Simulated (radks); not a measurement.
Values are calculated unless marked as measured or tabulated.
Se3+, configuration [Ar] 3d10 4s2 4p(up 1, down 0) (the NIST ground configuration). Level of theory: scalar-relativistic Kohn-Sham, PBEsol, spin-polarised, spherical densities, point nucleus (a radial shooting solver on a logarithmic mesh with Libxc functionals).

Radial electron density D(r) = 4 pi r^2 rho(r):

```
   r/bohr * D(r) (the largest magnitude, 49.4, reaches the edge; | marks zero)
 0.003256 |   *
  0.00424 |     *
 0.005521 |        *
  0.00719 |            *
 0.009437 |                  *
  0.01229 |                          *
    0.016 |                                  *
  0.02083 |                                         *
  0.02713 |                                             *
  0.03533 |                                             *
    0.046 |                                         *
   0.0599 |                                     *
  0.07799 |                                       *
   0.1016 |                                               *
   0.1322 |                                                      *
   0.1722 |                                                  *
    0.226 |                                    *
   0.2943 |                            *
   0.3832 |                                 *
    0.499 |                                   *
   0.6498 |                          *
   0.8461 |             *
    1.102 |     *
    1.435 |   *
    1.868 | *
    2.432 |*
    3.167 *
    4.124 *
     5.37 *
```

D(r) has 3 maxima, at r = 0.0308, 0.139, 0.472 bohr, and minima at 0.0644, 0.299 bohr, inside which lie 2.07, 11.03 electrons.
